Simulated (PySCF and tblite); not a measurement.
Values are calculated unless marked as measured or tabulated.
C₇H₁₄, numbered as in [CH3:1][CH:2]1[CH2:3][CH2:4][CH2:5][CH2:6][CH2:7]1.

Conformers came from 90 starts (ETKDG and KDG, MMFF94s, GFN2-xTB); geometries are PBE0-D3(BJ)/def2-SVP. Free energies are PBE0-D3(BJ)/def2-TZVP single points with GFN2-xTB rigid-rotor and vibrational terms (modes under about 100 cm⁻¹ blended into free rotors). Symmetry numbers and mirror images are counted. Conformers within 4 kcal/mol (GFN2-xTB free energy) were kept, 5 at most. GIAO shieldings: PBE0/pcSseg-1. Shifts are against TMS (¹H), TMS (¹³C) at the same level; of two unlike H on one atom, a is the less shielded. Codes: tblite and PySCF.

List the conformer-averaged shifts at 298.15 K.

¹H: 1.60 (H4a/H6a, 2H), 1.52 (H5a, 1H), 1.49 (H3a/H7a, 2H), 1.18 (H4b/H6b, 2H), 1.05 (H5b, 1H), 1.02 (H2, 1H), 0.90 (H1, 3H), 0.73 (H3b/H7b, 2H) ppm. ¹³C: 37.1 (C3/C7), 34.2 (C2), 28.7 (C4/C6), 28.5 (C5), 24.7 (C1) ppm.

How do the conformers differ?

The 6-ring runs over atoms 2–3–4–5–6–7.
```
conformer                                       shape  weight %
        1  6-ring chair (all substituents equatorial)      96.7
        2                     6-ring chair (C1 axial)       3.3
```

```json
{"signal": "H1", "1": "0.89", "2": "1.03", "average": "0.90"}
{"signal": "H2", "1": "1.00", "2": "1.63", "average": "1.02"}
{"signal": "H3a/H7a", "1": "1.50", "2": "1.42", "average": "1.49"}
{"signal": "H3b/H7b", "1": "0.71", "2": "1.35", "average": "0.73"}
{"signal": "H4a/H6a", "1": "1.61", "2": "1.44", "average": "1.60"}
{"signal": "H4b/H6b", "1": "1.18", "2": "1.27", "average": "1.18"}
{"signal": "H5a", "1": "1.53", "2": "1.12", "average": "1.52"}
{"signal": "H5b", "1": "1.04", "2": "1.56", "average": "1.05"}
{"signal": "C1", "1": "24.9", "2": "18.6", "average": "24.7"}
{"signal": "C2", "1": "34.4", "2": "29.4", "average": "34.2"}
{"signal": "C3/C7", "1": "37.2", "2": "34.1", "average": "37.1"}
{"signal": "C4/C6", "1": "28.9", "2": "22.7", "average": "28.7"}
{"signal": "C5", "1": "28.5", "2": "29.4", "average": "28.5"}
```

Which signal moves most, for its nucleus, between 180 and 400 K through the change of populations alone?

H3b/H7b: 0.71 ppm at 180 K, 0.71 ppm at 230 K, 0.73 ppm at 298.15 K, 0.73 ppm at 330 K, 0.75 ppm at 400 K.

Shifts are unscaled: against experiment ¹³C can be off by 15 ppm or more and ¹H by 0.8 ppm.
